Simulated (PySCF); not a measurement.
Compound: 2-fluorophenetole, C₈H₉FO.
SMILES: `CCOc1ccccc1F`

Torsions of this conformer, `[CH3:1][CH2:2][O:3][c:4]1[cH:5][cH:6][cH:7][cH:8][c:9]1[F:10]`: C1–C2–O3–C4 -79°, C2–O3–C4–C5 -5°.

The closed-shell ground state was solved at several levels (PySCF, density fitting, gas phase, non-relativistic). Isolated species at its PBE0-D3(BJ)/def2-SVP geometry (one conformer only).

| level | basis functions | total energy (Eh) | HOMO (eV) | LUMO (eV) | gap (eV) | dipole (D) |
| --- | --- | --- | --- | --- | --- | --- |
| mPW1PW91/pcSseg-1 | 215 | -485.1507 | -6.49 | -0.25 | 6.24 | 2.56 |
| PBE0/pcSseg-1 | 215 | -484.7206 | -6.46 | -0.23 | 6.23 | 2.53 |

Task: What might CAM-B3LYP/def2-SVPD (278 basis functions) give for the same quantities?

Result: Total energy -484.7659 Eh, HOMO -7.71 eV, LUMO 0.74 eV, gap 8.45 eV, dipole 2.61 D.

Task: How far do the dipole and the HOMO energy spread over the levels?

Result: The dipole runs from 2.53 to 2.61 D (mean 2.57 D) and the HOMO from -7.71 to -6.46 eV.
